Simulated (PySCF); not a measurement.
C2H5FO2Si, SMILES [Si@H](C)(C(=O)O)F. Heavy atoms are numbered as in [CH3:1][Si@H:2]([F:3])[C:4](=[O:5])[OH:6]. Hydrogens are named by the atom that carries them.

The structure is a stationary point at PBE-D3(BJ)/def2-SVP. The structure was generated by enumeration; whether it is a known compound was not checked. One conformer was computed; it need not be the lowest.

The numbers are results of B3LYP/pcSseg-1 (PySCF), not measurements.

GIAO shieldings, no solvent; atoms alike by connectivity are averaged. δ = σ(ref) − σ: ¹³C against TMS (σ = 181.3 ppm); ²⁹Si against TMS (σ = 338.7 ppm); ¹⁹F against CFCl3 (σ = 161.7 ppm); ¹⁷O against H2O (σ = 333.8 ppm); ¹H against TMS (σ = 31.68 ppm), references at their B3LYP-D3(BJ)/def2-TZVP geometries, non-relativistic.

| nucleus | atoms | count | δ (ppm) |
|---|---|---|---|
| ¹³C | C4 | 1 | 194.0 |
| ¹³C | C1 (CH3) | 1 | 1.1 |
| ²⁹Si | Si2 (SiH) | 1 | -8.6 |
| ¹⁹F | F3 | 1 | -199.7 |
| ¹⁷O | O5 | 1 | 515.7 |
| ¹⁷O | O6 (OH) | 1 | 256.6 |
| ¹H | H on O6 | 1 | 7.08 |
| ¹H | H on Si2 | 1 | 5.41 |
| ¹H | H on C1 | 3 | 1.08 |
